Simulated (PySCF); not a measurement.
# Hartree-Fock beside MP2: AlClHO2 anion

All numbers below are calculated, not measured. They come from PySCF 2.14.0, an open-source quantum chemistry program, on an isolated molecule that a program drew, which may never have been made. The molecule is AlClHO2 anion (charge -1, singlet), drawn as the SMILES string `[O-][Al]([OH])[Cl]`.

The geometry was optimised and harmonic frequencies were computed with HF and MP2, all in the aug-cc-pV(D+d)Z basis, for the commonest isotopes, with a restricted reference for singlets and an unrestricted one otherwise, and a frozen core in MP2. Each result is a local minimum of its method.

Geometry at the HF minimum:
```xyz
5
AlClHO2 anion, angstrom
O    -0.3457   -0.5754   -2.5609
Al   -1.6655    0.3200   -2.3762
O    -2.5186    0.8263   -0.9608
Cl   -2.8496    1.2255   -4.0320
H    -3.2833    1.3574   -1.0910
```

Lengths of the bonds as drawn, in Å (atoms numbered as above):
```
   bond     HF    MP2
 O1-Al2  1.605  1.659
 Al2-O3  1.728  1.768
Al2-Cl4  2.228  2.240
  O3-H5  0.940  0.965
```

Rotational constants, in GHz:
| constant | HF | MP2 |
|---|---|---|
| A | 6.559 | 6.293 |
| B | 3.243 | 3.171 |
| C | 2.17 | 2.108 |

Harmonic frequencies in cm^-1, each column in rising order, so a row needn't be the same motion in every method:
```
rank    HF   MP2
   1   211   194
   2   267   237
   3   309   275
   4   405   387
   5   409   397
   6   745   674
   7   785   772
   8  1110     ?
   9  4226  3868
```

**Estimate the missing MP2 frequency from the HF column.**

A single factor s that minimises the squared misfit of MP2 against s times HF over the other rows is sum(HF x MP2) / sum(HF^2) = 0.9177, with an rms misfit of 22 cm^-1. For rank 8 it gives 0.9177 x 1110 = 1019 cm^-1. The calculation gives 980 cm^-1, 39 cm^-1 below the estimate. The drawn bonds are on average 2.2 % longer in MP2 than in HF.
